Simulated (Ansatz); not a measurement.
The multiplicity is imposed and other spin states were not computed.

The numbers are results of frozen-core CCSD(T)/def2-TZVPP // r2SCAN-D4/def2-SVP run with Ansatz (a quantum-chemistry and plane-wave program), not measurements.

Ansatz 0.2 input:
```yaml
crystal:
  periodic: [false, false, false]
  atoms:
    - { symbol: Ag, position_ang: [0.101966, 0.04266, 0.01179] }
    - { symbol: O, position_ang: [2.421713, 2.115156, 0.61166] }
    - { symbol: C, position_ang: [1.589231, 1.377855, 0.394359] }
    - { symbol: H, position_ang: [-1.084971, -1.033871, -0.290074] }
basis:
  gaussian: { orbitals: def2-TZVPP }
correlation:
  method: ccsd_t
```

Output:

```
Functional definition: HF
881 factors; integrals over basis functions are off by at most 9.2e-4 eV
mean field evaluation 1: about -7056.5914 eV, gradient 3.9e1 eV
mean field evaluation 2: about -7056.9105 eV, gradient 4.0e1 eV
mean field evaluation 4: about -7059.8848 eV, gradient 2.4e0 eV
mean field evaluation 8: about -7059.9215 eV, gradient 1.8e-1 eV
mean field evaluation 16: about -7057.7335 eV, gradient 3.7e1 eV
mean field -7059.92164351 eV, -259.4473350122 hartree, gradient 3.7e-6 eV, S^2 0.000000; 0 other end points of the search recorded, 0 dependent functions left out
2 core orbitals not correlated
reference -7059.92164351 eV, -259.4473350122 hartree; 15, 15 occupied and 115, 115 virtual orbitals, 881 factors
second order -29.45176268 eV of doubles, -0.00000000 eV of singles
cycle   1  -27.32705798 eV  change     2.1e0 eV  update   1.6e-1
cycle   2  -28.20744223 eV  change   -8.8e-1 eV  update   6.5e-2
cycle   3  -28.41573343 eV  change   -2.1e-1 eV  update   2.9e-2
cycle   4  -28.40300635 eV  change    1.3e-2 eV  update   1.1e-2
cycle   5  -28.37442761 eV  change    2.9e-2 eV  update   4.0e-3
cycle   6  -28.37776583 eV  change   -3.3e-3 eV  update   1.5e-3
cycle   7  -28.37887839 eV  change   -1.1e-3 eV  update   5.1e-4
cycle   8  -28.37838575 eV  change    4.9e-4 eV  update   2.1e-4
cycle   9  -28.37827966 eV  change    1.1e-4 eV  update   7.1e-5
cycle  10  -28.37837402 eV  change   -9.4e-5 eV  update   2.8e-5
cycle  11  -28.37831478 eV  change    5.9e-5 eV  update   1.2e-5
cycle  12  -28.37831127 eV  change    3.5e-6 eV  update   5.0e-6
perturbative correction -1.14534485 eV, -0.0420906470 hartree
Total energy: -7089.44529963 eV, -260.5323093628 hartree
```

Cost: about 26 core-seconds (a rough figure).
